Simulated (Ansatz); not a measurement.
Gas-phase electronic energies from Ansatz, PBE0-D4/def2-TZVP geometries. CBS: MP2 limit from def2 TZ/QZ plus the TZ coupled-cluster correction, frozen cores. This one scheme is used for every species. DFT in def2-TZVPP. B3LYP here is the variant with VWN-RPA as its local correlation; programs differ in this. One conformer a species, not always the lowest.

Reaction (cleavage of the Si–P bond): `NC[SiH2]P` + H–F → `NC[SiH2]F` + PH₃

`NC[SiH2]P`:

Cartesian coordinates in Å:
```
N -1.665 -0.202 -0.892
C -1.142 -0.091 0.462
Si 0.677 -0.579 0.511
P 1.793 0.747 -0.941
H -2.636 0.080 -0.937
H -1.149 0.386 -1.534
H -1.259 0.900 0.930
H -1.674 -0.798 1.109
H 0.857 -1.980 0.048
H 1.187 -0.454 1.904
H 1.949 1.812 -0.013
H 3.061 0.179 -0.647
```

H–F:

Z-matrix (Å, degrees):
```
F
H 1 0.920
```

`NC[SiH2]F`:

```xyz
10

N    -0.831    0.714   -0.972
C     0.159   -0.311   -0.644
Si    0.280   -0.287    1.222
F     1.513   -1.187    1.721
H    -0.449    1.642   -0.847
H    -1.145    0.642   -1.930
H    -0.233   -1.289   -0.942
H     1.136   -0.200   -1.135
H     0.523    1.104    1.687
H    -0.953   -0.827    1.840
```

PH₃:

```xyz
4

P    -0.357    0.347   -0.299
H     0.468    0.812    0.759
H     0.699   -0.384   -0.904
H    -0.810   -0.775    0.444
```

| level | ΔE (kJ/mol) | difference from CCSD(T)/CBS |
| --- | --- | --- |
| PBE | -103.5 | 8.5 |
| r2SCAN | -116.0 | -4.0 |
| B3LYP | -128.9 | -16.9 |
| HF/def2-TZVPP | -147.6 | -35.6 |
| CCSD/def2-TZVPP | -120.5 | -8.5 |
| CCSD(T)/def2-TZVPP | -115.2 | -3.2 |
| HF/def2-QZVPP | -149.6 | -37.6 |
| MP2/def2-QZVPP | -112.1 | -0.1 |
| MP2/CBS(def2) | -110.1 | 1.9 |
| CCSD/CBS(def2) | -117.3 | -5.3 |
| CCSD(T)/CBS | -112.0 | 0 |

Largest T1 diagnostic among the species: 0.013.

In def2-TZVPP, CCSD(T) changes the Hartree–Fock value by +32.4 kJ/mol (the triples alone add +5.3 kJ/mol) and MP2 by +34.3 kJ/mol. The D4 term adds +11.3 kJ/mol with B3LYP and +6.3 kJ/mol with PBE0; it sums over pairs of atoms, weighted by their polarisabilities, and B3LYP, whose exchange is more repulsive, gets the larger term.
